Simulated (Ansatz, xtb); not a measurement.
Molecule: C3H5Cl, net charge 0, singlet state. 
Geometry from a B3LYP-D3(BJ)/def2-TZVP (Ansatz, an electronic-structure program) optimisation:
```xyz
9

C     -2.1642    -0.0739    -0.5893
C     -1.0423    -0.6247    -0.1452
C      0.3064    -0.2573    -0.6484
Cl     1.3317     0.4369     0.6866
H     -2.1537     0.7014    -1.3467
H     -3.1319    -0.3786    -0.2132
H     -1.0721    -1.3903     0.6228
H      0.2594     0.4987    -1.4278
H      0.8592    -1.1222    -1.0096
```
Charge 0, spin multiplicity 1.

Harmonic wavenumbers from GFN2-xTB (xtb, at its own minimum), cm⁻¹: 80, 267, 403, 594, 738, 885, 907, 955, 1017, 1083, 1169, 1213, 1283, 1401, 1432, 1708, 2973, 2991, 3074, 3104, 3136.

Give the harmonic wavenumbers at B3LYP-D3(BJ)/def2-TZVP (Ansatz, finite differences of forces, unscaled).

110, 286, 407, 597, 741, 910, 953, 967, 1028, 1115, 1227, 1279, 1330, 1455, 1490, 1707, 3082, 3137, 3141, 3161, 3225 cm⁻¹. Zero-point energy 44.8 kcal/mol.

From these and the geometry, give the ideal-gas thermochemistry at 298.15 K and 1 atm (rigid rotor, harmonic oscillator).

Point group C1, rotational symmetry number 1. Rotational constants 21.32, 2.776, 2.69 GHz. S(trans) 38.92, S(rot) 25.12, S(vib) 7.04, S(elec, spin only) 0.00, S 71.1 cal/(mol K). H(298) - H(0) 3.60 kcal/mol; G - E(el) 27.2 kcal/mol.
